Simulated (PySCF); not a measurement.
Compound: C4H10AlN.
Numbering: `[AlH2:1][N:2]1[CH2:3][CH2:4][CH2:5][CH2:6]1` (hydrogens: H7, H8 on Al1; H9, H10 on C3; H11, H12 on C4; H13, H14 on C5; H15, H16 on C6)

Structure used (PBE0-D3(BJ)/def2-SVP), in Å, numbered top down from 1:
```
atom  x, y, z in Å
Al1    2.400    0.352    1.064
N2     0.870    0.072    0.195
C3    -0.138    1.052   -0.162
C4    -1.474    0.397    0.230
C5    -1.177   -1.118    0.196
C6     0.306   -1.203   -0.208
H7     3.294   -0.918    1.394
H8     2.751    1.849    1.456
H9    -0.125    1.242   -1.255
H10    0.039    2.018    0.336
H11   -2.287    0.688   -0.451
H12   -1.771    0.711    1.242
H13   -1.329   -1.566    1.189
H14   -1.823   -1.663   -0.509
H15    0.384   -1.332   -1.307
H16    0.838   -2.048    0.255
```

Method used: core-valence-separated Tamm–Dancoff BHandHLYP/aug-pcX-1 (pcseg-1 on H, def2-SVPD on Al) in PySCF, non-relativistic, gas phase, PBE0-D3(BJ)/def2-SVP geometry.

Computed carbon K-edge spectrum, Gaussian lines of 0.5 eV full width, highest printed point 100; it ends one width below the last computed root. BHandHLYP without relativity tends to put these K edges a few eV too low, so spacings mean more than positions.

(photon energy (eV), absorption): (284.7, 0), (284.8, 1), (284.9, 3), (285.0, 9), (285.1, 21), (285.2, 39), (285.3, 60), (285.4, 77), (285.5, 82), (285.6, 75), (285.7, 63), (285.8, 57), (285.9, 61), (286.0, 76), (286.1, 92), (286.2, 100), (286.3, 93), (286.4, 77), (286.5, 61), (286.6, 56), (286.7, 64), (286.8, 79)

Assign the maxima to core holes.

2 maxima:
- 285.5 eV: C4/C5 (ring CH2 carbon), 285.56 eV, f = 0.028, sum of 2, 49 % of the height at the exact maximum; C4/C5 (ring CH2 carbon), 285.40 eV, f = 0.029, sum of 2, 49 % of the height at the exact maximum
- 286.2 eV: C3/C6 (sp3 carbon bound to nitrogen), 286.22 eV, f = 0.040, sum of 2, 60 % of the height at the exact maximum; C3/C6 + C4/C5 (sp3 carbon bound to nitrogen and ring CH2 carbon), 286.22 eV, f = 0.015, 23 % of the height at the exact maximum

Further lines of some strength in the range: C3/C6, 285.96 eV, f = 0.014, sum of 2; C4/C5, 286.56 eV, f = 0.009, sum of 2.

Roots within 0.03 eV on the same or equivalent atoms count as one line; shares under 12 % aren't listed.

Vibrational structure and lifetime widths aren't in the curve. The ionisation threshold wasn't computed; near and above it a finite basis only mimics Rydberg series and continuum.

On one thread, Arm Neoverse V1 (aarch64), no GPU (shared host), this took 23 s wall and 0.86 GiB of memory at its peak.

One conformer stands for the species.
